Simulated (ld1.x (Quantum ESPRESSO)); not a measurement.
## zirconium (Zr): one change to an RRKJ potential, before and after

ld1.x (Quantum ESPRESSO) 7.5 input, shortened:

```
&input
   title='Zr', zed=40., rel=1, dft='REVPBE', iswitch=3,
   config='[Kr] 4d2 5s0 5p0'
 /
 &inputp
   pseudotype=2, tm=.false., rho0=0.01, lloc=-1, rcloc=2.70,
   nlcc=.true., new_core_ps=.true., rcore=1.50
 /
3
4S  1  0   2.00   0.00  2.00  2.00  0.0
4P  2  1   6.00   0.00  2.05  2.05  0.0
4D  3  2   2.00   0.00  2.80  2.80  0.0
 &test
   configts(1)='4s2 4p6 4d2 5s0 5p0'
 /
```

All-electron outer shells of the reference configuration (revPBE, scalar-relativistic, ld1.x):

| shell | level (eV) | outermost node (bohr) | outermost maximum (bohr) |
| --- | --- | --- | --- |
| 3d | -189.16 | – | 0.35 |
| 4s | -68.93 | 0.55 | 1.08 |
| 4p | -46.87 | 0.56 | 1.17 |
| 4d | -17.22 | 0.58 | 1.57 |
| 5s | -15.90 | 1.45 | 2.89 |
| 5p | -11.62 | 1.66 | 3.49 |

Change: all radii but the core radius scaled by about 0.73 (s 1.46, p 1.48, d 2.04 bohr); local potential all-electron potential smoothed inside 1.96 bohr (lloc = -1).

Cutoffs: the cutoffs (Ry, on a coarse ladder) from which the occupation-weighted sum of valence levels, in a spherical-Bessel basis at the reference potential, stays within 10 and 1 mRy of its value at 400 Ry; they do not see the model core or the augmentation charge, which bear on the density cutoff. Errors are all-electron minus pseudo energies relative to the spin-unpolarised reference configuration.

How do hardness, ghosts and transferability respond?

The potential gets harder (40 Ry and 45 Ry → 70 Ry and 100 Ry); a bound ghost appears in p, which as a rule spoils a file; the number of tests that count goes from 7 to 2. A smaller radius makes the pseudo-wave follow the all-electron one further in, where it bends more sharply, so more plane waves are needed.

| quantity | base | changed |
| --- | --- | --- |
| cutoff, loose | 40 Ry | 70 Ry |
| cutoff, tight | 45 Ry | 100 Ry |
| loose cutoff by channel (10 mRy a level) | s 35 Ry, p 18 Ry, d 18 Ry | s 40 Ry, p 50 Ry, d 25 Ry |
| bound ghosts | none | p |
| tests counted (converged, no solver errors) | 7 of 7 | 2 of 7 |
| error for 4s2 4p6 4d1 5s0 5p0, meV [ΔE 22.55 eV] | +54 | -13 |
| error for 4s2 4p6 4d3 5s0 5p0, meV [ΔE -12.47 eV] | +4.2 | -5.5 |

Changed file: Tests not counted: 4s2 4p6 4d2 5s2 5p0 (solver errors, printed error -53.0 eV); 4s2 4p6 4d2 5s1 5p0 (solver errors, printed error -3.0 eV); 4s2 4p6 4d2 5s1 5p1 (solver errors, printed error -9.7 eV); 4s2 4p6 4d2 5s0 5p1 (solver errors, printed error -2.3 eV); 4s2 4p6 4d2 5s0 5p2 (solver errors, printed error -8.7 eV). A true bound ghost makes a file unfit for plane-wave use even where its test errors are small: the radial tests pick states by their node count and pass the ghost by. Where a test does run into it, the solver fails or the error is huge.
